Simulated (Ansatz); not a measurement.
Ansatz (a program for electronic structure) input (B3LYP-D3(BJ)/def2-TZVP):

Ansatz 0.2 input:
```yaml
crystal:
  periodic: [false, false, false]
  atoms:
    - {symbol: Sb, position_ang: [0.16296051, -0.69896567, 0.87015769]}
    - {symbol: Br, position_ang: [1.73286904, 0.84097804, -0.44281080]}
    - {symbol: Br, position_ang: [-1.95357267, -0.07821437, -0.43154588]}
basis:
  gaussian:
    orbitals: def2-TZVP
hamiltonian:
  xc: b3lyp
  dispersion: d3bj
magnetization: {spin_polarized: true, initial_magnetization: 1}
relax: {f_tol: 0.002, max_steps: 150}
```

End of the output:

```
reference -146636.20989199 eV, -5388.7813199378 hartree; 47, 46 occupied and 99, 100 virtual orbitals, 1197 factors
relax step   3: F+E_penalty+E_count = -146636.44342081 eV  Δ(F+E_penalty+E_count) = -9.995e-3 eV  max|allowed force component| = 2.952e-2 eV/Å  Δτ_max = 0.0458 Å  (34 SCF iters, accepted)
these checks for a lower state are left out or cut short: starts, cluster_reference, orbital_swaps, neighbouring_geometries, increment
integrals: 0.11 GiB planned
1197 factors; integrals over basis functions are off by at most 1.6e-4 eV
mean field: 1.51 GiB planned
mean field -146636.20957894 eV, -5388.7813084334 hartree, gradient 2.3e-5 eV, S^2 0.752680; 0 other end points of the search recorded, 0 dependent functions left out
the calculation of the forces begins
reference -146636.20980252 eV, -5388.7813166498 hartree; 47, 46 occupied and 99, 100 virtual orbitals, 1197 factors
relax step   4: F+E_penalty+E_count = -146636.44351215 eV  Δ(F+E_penalty+E_count) = -9.134e-5 eV  max|allowed force component| = 9.257e-3 eV/Å  Δτ_max = 0.0022 Å  (28 SCF iters, accepted)
these checks for a lower state are left out or cut short: starts, cluster_reference, orbital_swaps, neighbouring_geometries, increment
integrals: 0.11 GiB planned
1197 factors; integrals over basis functions are off by at most 1.6e-4 eV
mean field: 1.51 GiB planned
mean field -146636.20943226 eV, -5388.7813030430 hartree, gradient 7.5e-5 eV, S^2 0.752679; 0 other end points of the search recorded, 0 dependent functions left out
the calculation of the forces begins
reference -146636.20965581 eV, -5388.7813112582 hartree; 47, 46 occupied and 99, 100 virtual orbitals, 1197 factors
relax step   5: F+E_penalty+E_count = -146636.44352577 eV  Δ(F+E_penalty+E_count) = -1.363e-5 eV  max|allowed force component| = 1.968e-4 eV/Å  Δτ_max = 0.0021 Å  (25 SCF iters, accepted)
integrals: 0.11 GiB planned
1197 factors; integrals over basis functions are off by at most 1.6e-4 eV
mean field: 1.51 GiB planned
mean field evaluation 64: about -146636.2094 eV, gradient 4.0e-4 eV
mean field -146636.20943226 eV, -5388.7813030430 hartree, gradient 7.5e-5 eV, S^2 0.752679; 1 other end points of the search recorded, 0 dependent functions left out
the calculation of the forces begins
reference -146636.20965581 eV, -5388.7813112582 hartree; 47, 46 occupied and 99, 100 virtual orbitals, 1197 factors
Total energy: -146636.44374932 eV, -5388.7899140362 hartree
Atom 0 at     0.152746    -0.658469     0.821161 Å, force    -0.000041     0.000163    -0.000197 eV/Å
Atom 1 at     1.769301     0.828532    -0.418398 Å, force     0.000113    -0.000058     0.000098 eV/Å
Atom 2 at    -1.979790    -0.106264    -0.406962 Å, force    -0.000072    -0.000104     0.000099 eV/Å
Dipole moment:     0.078485    -0.310180     0.375355 e Å
```

It need not be the lowest isomer of its formula.
